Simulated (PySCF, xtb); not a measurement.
WBr₃, SMILES [Br][W]([Br])[Br] (connectivity only; charge and spin as stated), neutral, multiplicity 4.

Harmonic wavenumbers (cm⁻¹) from GFN2-xTB (xtb) at its own minimum, in rising order: 52, 64, 64, 228, 286, 286.

Q: What does PySCF with PBE-D3(BJ)/def2-SVP give at its own minimum? (Estimate from the structure and the level; the computed values follow.)

A: 51, 59, 59, 233, 285, 285. Paired by order, the mean absolute difference is 3 cm⁻¹ and the zero-point energies are 1.4 and 1.4 kcal/mol.
